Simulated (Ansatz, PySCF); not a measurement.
This Ansatz (a quantum-chemistry and plane-wave program) input computes a CAM-B3LYP/def2-TZVPD energy:

Ansatz 0.2 input:
```yaml
crystal:
  periodic: [false, false, false]
  atoms:
    - {symbol: Te, position_ang: [-0.02127922, 0.09549355, -1.39893027]}
    - {symbol: Te, position_ang: [0.01114215, -0.06379250, 1.36869607]}
    - {symbol: H, position_ang: [0.52712718, -1.64845433, 1.57217851]}
basis:
  gaussian:
    orbitals: def2-TZVPD
hamiltonian:
  xc: {name: CAM-B3LYP}
total_charge: -1
output: {forces: true}
```

Question: Write an input for the same energy in PySCF and say what it gives.

Answer: 
```python
from pyscf import gto, scf, dft

mol = gto.M(
    atom='''
    Te   -0.02127922    0.09549355   -1.39893027
    Te    0.01114215   -0.06379250    1.36869607
    H     0.52712718   -1.64845433    1.57217851
    ''',
    basis='def2-tzvpd',
    ecp='def2-tzvp',
    charge=-1,
    spin=0,
    verbose=4,
)

mf = dft.RKS(mol, xc='camb3lyp').density_fit(auxbasis='def2-universal-jkfit')
mf.grids.level = 3
mf.conv_tol = 1e-9
mf.max_cycle = 100
mf.max_memory = 1500
mf.kernel()
if not mf.converged:
    mf = mf.newton()
    mf.kernel(mf.make_rdm1())
mf.analyze()
```
It gives -536.73345 Eh, and Ansatz -536.73338 Eh, a difference of 0.07 mEh, from the treatment of integrals and grids.

It need not be the lowest isomer of its formula. Whether it binds its extra electron was not tested at this geometry.
